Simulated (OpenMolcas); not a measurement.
## GeCl2 (germanium dichloride): methods side by side

The species is GeCl2 (3 atoms), meant as a singlet with charge 0. As SMILES, `Cl[Ge]Cl`. The coordinates come from a PBE0-D4/def2-TZVP relaxation.

```xyz
3

Cl   -0.0654   -1.6817    0.4227
Ge   -0.4212    0.0672   -0.8320
Cl    0.4866    1.6145    0.4093
```

Each level gives the energy change with the Cl1–Ge2 bond stretched from 2.182 to 3.927 Å (eV). The values are calculated.

```
                           level                   kind     program  value (eV)  less CCSD(T)/aug-cc-pVDZ  CPU time (all runs)
 revPBE/aug-cc-pVDZ (restricted)                    GGA  OpenMolcas        2.66                     -0.50                 74 s
  M06-L/aug-cc-pVDZ (restricted)               meta-GGA  OpenMolcas        2.93                     -0.23                 92 s
   TPSS/aug-cc-pVDZ (restricted)               meta-GGA  OpenMolcas        2.88                     -0.28                 99 s
 r2SCAN/aug-cc-pVDZ (restricted)               meta-GGA  OpenMolcas        3.08                     -0.08                 98 s
  BHLYP/aug-cc-pVDZ (restricted)          global hybrid  OpenMolcas        3.30                     +0.14                 55 s
 M06-2X/aug-cc-pVDZ (restricted)        hybrid meta-GGA  OpenMolcas        3.41                     +0.25                 70 s
   PBE0/aug-cc-pVDZ (restricted)          global hybrid  OpenMolcas        3.23                     +0.07                 61 s
CCSD(T)/aug-cc-pVDZ (restricted)  coupled cluster or CI  OpenMolcas        3.16                      0.00              3.1 min
```

CCSD(T)/aug-cc-pVDZ (restricted) is the highest level here, not the true value. At this stretch a single reference begins to fail. All-electron rows without a relativistic Hamiltonian named are non-relativistic. The first shape isn't each level's own minimum. The values span 2.66 to 3.41 eV. In the correlated wave-function rows the outer d shell of Ge is correlated, in sets not made for it. Times are those of the runs behind each value, whatever else they computed, on shared processors of several kinds: orders of magnitude only.
